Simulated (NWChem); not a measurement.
System: C3H7N; SMILES C=CCN

Input file for NWChem:

```
start job
memory heap 200 mb stack 900 mb global 1100 mb
geometry units angstroms noautoz
  C      0.031130     1.848140    -0.244066
  C      0.278157     0.688602     0.366375
  C     -0.534121    -0.565001     0.186789
  N      0.342231    -1.688657    -0.174217
  H     -0.802658     1.963775    -0.934448
  H      0.644845     2.728889    -0.074402
  H      1.127624     0.593554     1.042562
  H     -1.010148    -0.825418     1.143321
  H     -1.352218    -0.370062    -0.529950
  H      0.727104    -1.531676    -1.104459
  H     -0.200811    -2.548834    -0.226298
end
basis spherical
  * library sto-3g
end
dft
  xc xpbe96 cpbe96
  iterations 150
  mulliken
end
task dft energy
```

Excerpt of the output:

```
             Northwest Computational Chemistry Package (NWChem) 7.3.0
             --------------------------------------------------------

 C1  symmetry detected

                             Geometry "geometry" -> ""
                             -------------------------

 Output coordinates in angstroms (scale by  1.889725989 to convert to a.u.)

  No.       Tag          Charge          X              Y              Z
 ---- ---------------- ---------- -------------- -------------- --------------
    1 C                    6.0000     0.03853200     1.84618271    -0.25081214
    2 C                    6.0000     0.24938636     0.69028968     0.37977541
    3 C                    6.0000    -0.54963709    -0.56519837     0.15869073
    4 N                    7.0000     0.34771157    -1.68982350    -0.14281326
    5 H                    1.0000    -0.75238742     1.95708619    -0.99064190
    6 H                    1.0000     0.64024543     2.72854330    -0.04948775
    7 H                    1.0000     1.05679238     0.59991281     1.10626335
    8 H                    1.0000    -1.08203450    -0.82090589     1.08634306
    9 H                    1.0000    -1.32337469    -0.37511888    -0.60694536
   10 H                    1.0000     0.78762373    -1.53750946    -1.04912345
   11 H                    1.0000    -0.19053358    -2.55088767    -0.22263916

 Effective nuclear repulsion energy (a.u.)     117.3927619038

  pbe96 is a nonlocal functional; adding pw91lda local functional.

                                 NWChem DFT Module
                                 -----------------

 Summary of "ao basis" -> "ao basis" (spherical)
 ------------------------------------------------------------------------------
       Tag                 Description            Shells   Functions and Types
 ---------------- ------------------------------  ------  ---------------------
 C                           sto-3g                  3        5   2s1p
 N                           sto-3g                  3        5   2s1p
 H                           sto-3g                  1        1   1s

            General Information
            -------------------
          SCF calculation type: DFT
          Wavefunction type:  closed shell.
          No. of atoms     :    11
          No. of electrons :    32
           Alpha electrons :    16
            Beta electrons :    16
          Charge           :     0
          Spin multiplicity:     1
          Use of symmetry is: off; symmetry adaption is: off
          Maximum number of iterations: 150
          AO basis - number of functions:    27
                     number of shells:    19
          Convergence on energy requested:  1.00D-06
          Convergence on density requested:  1.00D-05
          Convergence on gradient requested:  5.00D-04

              XC Information
              --------------
          PerdewBurkeErnzerhof Exchange Functional  1.000
            Perdew 1991 LDA Correlation Functional  1.000 local
           PerdewBurkeErnz. Correlation Functional  1.000 non-local

             Grid Information
             ----------------
          Grid used for XC integration:  medium
          Radial quadrature: Mura-Knowles
          Angular quadrature: Lebedev.
          Tag              B.-S. Rad. Rad. Pts. Rad. Cut. Ang. Pts.
          ---              ---------- --------- --------- ---------
          C                   0.70       49          11.0       434
          N                   0.65       49          11.0       434
          H                   0.35       45          12.0       434
          Grid pruning is: on
          Number of quadrature shells:   511
          Spatial weights used:  Erf1

      Superposition of Atomic Density Guess
      -------------------------------------

 Sum of atomic energies:        -168.41701680

      Non-variational initial energy
      ------------------------------

 Total energy =    -169.385317
 1-e energy   =    -462.655035
 2-e energy   =     175.876956
 HOMO         =      -0.118856
 LUMO         =       0.246201

     ---------------------------------------------
      Total Density - Mulliken Population Analysis
     ---------------------------------------------

    Atom       Charge   Shell Charges
 -----------   ------   -------------------------------------------------------
    1 C    6     6.18   1.99  1.28  2.91
    2 C    6     6.05   1.99  1.27  2.79
    3 C    6     5.82   1.99  1.24  2.58
    4 N    7     7.64   2.00  1.64  4.01
    5 H    1     0.93   0.93
    6 H    1     0.93   0.93
    7 H    1     0.94   0.94
    8 H    1     0.97   0.97
    9 H    1     0.99   0.99
   10 H    1     0.77   0.77
   11 H    1     0.77   0.77

   convergence    iter        energy       DeltaE   RMS-Dens  Diis-err
 ---------------- ----- ----------------- --------- --------- ---------
 d= 0,ls=0.0,diis     1   -170.8055195629 -2.88D+02  3.15D-02  2.84D-01
 d= 0,ls=0.0,diis     2   -170.8109694238 -5.45D-03  1.90D-02  2.15D-01
 d= 0,ls=0.0,diis     3   -170.8391407751 -2.82D-02  8.02D-03  2.13D-02
 d= 0,ls=0.0,diis     4   -170.8394473770 -3.07D-04  4.33D-03  1.86D-02
 d= 0,ls=0.0,diis     5   -170.8424339240 -2.99D-03  2.28D-04  2.04D-05
  Resetting Diis
 d= 0,ls=0.0,diis     6   -170.8424374361 -3.51D-06  4.45D-05  9.71D-07
 d= 0,ls=0.0,diis     7   -170.8424376116 -1.76D-07  7.48D-06  7.71D-09

         Total DFT energy =     -170.842437611639
      One electron energy =     -463.166335784637
           Coulomb energy =      200.525653936269
    Exchange-Corr. energy =      -25.594517667118
 Nuclear repulsion energy =      117.392761903847

 Numeric. integr. density =       31.999992882500

                       DFT Final Molecular Orbital Analysis
                       ------------------------------------

 Vector   14  Occ=2.000000D+00  E=-2.537443D-01
              MO Center=  3.9D-02,  6.5D-01,  1.1D-01, r^2= 3.1D+00
   Bfn.  Coefficient  Atom+Function         Bfn.  Coefficient  Atom+Function
  ----- ------------  ---------------      ----- ------------  ---------------
    14      0.341071   3 C  py               22      0.311624   6 H  s
    23     -0.307403   7 H  s                 8     -0.292149   2 C  px
    21     -0.280620   5 H  s                13      0.240637   3 C  px
     9     -0.232790   2 C  py                3      0.223684   1 C  px
    10     -0.177446   2 C  pz                4      0.164328   1 C  py

 Vector   15  Occ=2.000000D+00  E=-1.648440D-01
              MO Center=  9.5D-02,  1.1D+00,  6.7D-02, r^2= 1.6D+00
   Bfn.  Coefficient  Atom+Function         Bfn.  Coefficient  Atom+Function
  ----- ------------  ---------------      ----- ------------  ---------------
     5      0.456819   1 C  pz               10      0.438548   2 C  pz
     3     -0.409443   1 C  px                8     -0.374487   2 C  px
     4      0.182276   1 C  py               24     -0.175709   8 H  s
     9      0.157868   2 C  py               19      0.113172   4 N  py
    18     -0.102473   4 N  px               15     -0.093900   3 C  pz

 Vector   16  Occ=2.000000D+00  E=-7.461359D-02
              MO Center=  3.7D-01, -1.6D+00, -1.3D-02, r^2= 9.7D-01
   Bfn.  Coefficient  Atom+Function         Bfn.  Coefficient  Atom+Function
  ----- ------------  ---------------      ----- ------------  ---------------
    20      0.626721   4 N  pz               18      0.593351   4 N  px
    17      0.456054   4 N  s                25      0.256309   9 H  s
    26     -0.121125  10 H  s                27     -0.117566  11 H  s
    16     -0.095197   4 N  s                24     -0.091737   8 H  s
     7     -0.085780   2 C  s                13     -0.085688   3 C  px

 Vector   17  Occ=0.000000D+00  E= 8.370829D-02
              MO Center=  1.1D-01,  1.1D+00,  7.5D-02, r^2= 1.6D+00
   Bfn.  Coefficient  Atom+Function         Bfn.  Coefficient  Atom+Function
  ----- ------------  ---------------      ----- ------------  ---------------
     5      0.572470   1 C  pz               10     -0.568748   2 C  pz
     3     -0.508126   1 C  px                8      0.491595   2 C  px
     9     -0.216550   2 C  py                4      0.213740   1 C  py
    24      0.194800   8 H  s                17     -0.191723   4 N  s
    19     -0.106395   4 N  py               27      0.097446  11 H  s

 Vector   18  Occ=0.000000D+00  E= 3.161015D-01
              MO Center=  1.9D-02, -3.1D-01, -3.9D-02, r^2= 3.8D+00
   Bfn.  Coefficient  Atom+Function         Bfn.  Coefficient  Atom+Function
  ----- ------------  ---------------      ----- ------------  ---------------
    17      0.825580   4 N  s                13     -0.614337   3 C  px
    27     -0.567320  11 H  s                23      0.483995   7 H  s
    22      0.398354   6 H  s                25     -0.387917   9 H  s
    10     -0.373656   2 C  pz               26     -0.350594  10 H  s
     3     -0.342091   1 C  px               21     -0.328495   5 H  s

 Vector   19  Occ=0.000000D+00  E= 3.396994D-01
              MO Center= -3.7D-02, -2.5D-01, -2.2D-01, r^2= 3.0D+00
   Bfn.  Coefficient  Atom+Function         Bfn.  Coefficient  Atom+Function
  ----- ------------  ---------------      ----- ------------  ---------------
    14      0.817211   3 C  py               17      0.724042   4 N  s
    26     -0.624000  10 H  s                21      0.415429   5 H  s
     8      0.399626   2 C  px               20     -0.340035   4 N  pz
    22     -0.337872   6 H  s                 7     -0.318045   2 C  s
     9      0.313719   2 C  py                3      0.285861   1 C  px

     ---------------------------------------------
      Total Density - Mulliken Population Analysis
     ---------------------------------------------

[...]
```

Level: PBE/STO-3G. Coordinates come from a B3LYP/6-31G* (spherical d) optimisation.
